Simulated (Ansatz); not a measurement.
`B[NH][AlH][SeH]` + H₂ → `[AlH2][SeH]` + `BN` at 500 K and 1 bar (hydrogenolysis of the Al–N bond).

Isolated molecules relaxed with PBE0-D4/def2-TZVP in Ansatz; ΔE leaves out vibrations. CCSD(T)/CBS is the MP2 limit (def2-TZVPP, def2-QZVPP) plus CCSD(T) − MP2 in def2-TZVPP, frozen cores. This one scheme is used for every species. For Se outer-core shells are correlated without core-valence functions, which leaves a few kJ/mol of doubt a bond. Scalar relativity is left out up to krypton. One conformer a species, not always the lowest.

```tsv
species	CCSD(T)/CBS energy (Eh)	H − E (kJ/mol)	S (J/(mol·K))
`B[NH][AlH][SeH]`	-2725.32924	185.4	411.4
H₂	-1.17544	41.0	145.5
`[AlH2][SeH]`	-2644.54675	84.4	318.1
`BN`	-81.93499	148.8	257.4
```

H − E and S are ideal-gas, rigid-rotor, harmonic terms from PBE0-D4/def2-TZVP, for one conformer and one mirror image of each species. For small species the MP2-based limit differs from directly extrapolated CCSD(T) by up to some mEh (0.8 for H₂); such offsets cancel only in part. 1 Eh = 2625.50 kJ/mol, R = 8.31446 J/(mol·K).

Task: By hand: ΔE, ΔH, ΔS and ΔG.

Result: ΔE = (-2644.54675) + (-81.93499) − (-2725.32924) − (-1.17544) = 0.02294 Eh = 60.2 kJ/mol. Δ(H − E) = 84.4 + 148.8 − 185.4 − 41.0 = 6.8, so ΔH = 67.0 kJ/mol. ΔS = 318.1 + 257.4 − 411.4 − 145.5 = 18.6 J/(mol·K). ΔG = 67.0 − 500 × (18.6)/1000 = 57.7 kJ/mol.

Task: By hand: the equilibrium constant, and the temperature at which ΔG would vanish if ΔH and ΔS stayed fixed.

Result: log₁₀ K = −ΔG/(RT ln 10) = -6.0. ΔG = 0 at ΔH/ΔS = 3602 K, far beyond where these terms or the molecules hold.

ΔH outweighs TΔS. A doubt of 5 kJ/mol in ΔE shifts log₁₀ K by 0.5 here. Other conformers and mirror images would add mixing entropy, several J/(mol·K) or more a flexible species. These are equilibria of isolated gas molecules and say nothing of rates. Largest T1 diagnostic: 0.012 (customary marks: 0.02 for closed shells, 0.045 for open ones).
